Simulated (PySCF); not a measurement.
A structure optimised at B3LYP-D3(BJ)/def2-TZVP, used in a PySCF frequency run:

```xyz
3

Mg     0.0000     0.0000    -0.5589
F      0.0000     0.0000    -2.3085
Cl     0.0000     0.0000     1.6167
```
Charge 0, spin multiplicity 1.

**Question.** Write its SMILES, formula and point group.

**Answer.** [F][Mg][Cl], ClFMg, C∞v

**Question.** What are its rotational constants (standard atomic weights)?

**Answer.** 2.5082 GHz (linear rotor, B only)
